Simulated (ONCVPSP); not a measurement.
## V: variants of one ONCV potential

Base potential:

```json
{
  "Element": "vanadium",
  "Generator": "ONCVPSP 4.0.1",
  "Type": "optimised norm-conserving Vanderbilt (ONCV)",
  "Functional": "LDA (Perdew-Wang 92)",
  "Relativity": "scalar-relativistic",
  "Frozen core": "[Ar]",
  "Valence charge": "5",
  "Reference configuration": "3d3 4s1 4p1",
  "Partial waves": "4s: rc 2.40 bohr, ncon 4, nbas 7, qcut 3.1 1/bohr, 1 projector; 4p: rc 3.30 bohr, ncon 4, nbas 8, qcut 2.9 1/bohr, 2 projectors, debl 2.7 Ha; 3d: rc 1.20 bohr, ncon 5, nbas 10, qcut 15 1/bohr, 2 projectors, debl 1.9 Ha",
  "Local potential": "polynomial inside 0.95 bohr (lpopt 5, dvloc0 0 Ha)",
  "Core correction": "Teter function, fcfact 3.5, rcfact 1.5"
}
```

Cutoffs, loose and tight: the cutoffs (Ha) at which the residual kinetic energy of the hardest occupied pseudo-wave falls to 1 and 0.1 mHa per electron. They do not see the model core or the augmentation charge, which bear on the density cutoff. Test errors are all-electron minus pseudo excitation energies from the reference, over the configurations 3d3 4s2 4p0; 3d3 4s1 4p0; 3d3 4s0 4p0; 3d3 4s1.5 4p0. A dash means not determined; rows that change the core or the reference have their own tests. The largest error is taken over the tests solved by every variant that gives reliable tests at all: 3d3 4s1 4p0; 3d3 4s1.5 4p0; 3d3 4s2 4p0.

A true bound ghost makes a file unfit for plane-wave use even where its test errors are small: the radial tests pick states by their node count and pass the ghost by.

```csv
change,outcome,"cutoff, loose","cutoff, tight",bound ghosts,GHOST(+) flags above zero,largest test error (meV)
base,generated,73 Ha,85 Ha,s,p,-6.5
"core correction Teter function, fcfact 3.5, rcfact 1.48",generated,73 Ha,85 Ha,s,p,-5.7
functional PBE,generated,72 Ha,85 Ha,s,p,-11
"core correction Teter function fitted to the true core (icmod 2), fcfact 0.25",generated,73 Ha,85 Ha,s,p,-1.4
d: qcut 13.7,generated,67 Ha,78 Ha,s,p,-6.5
```
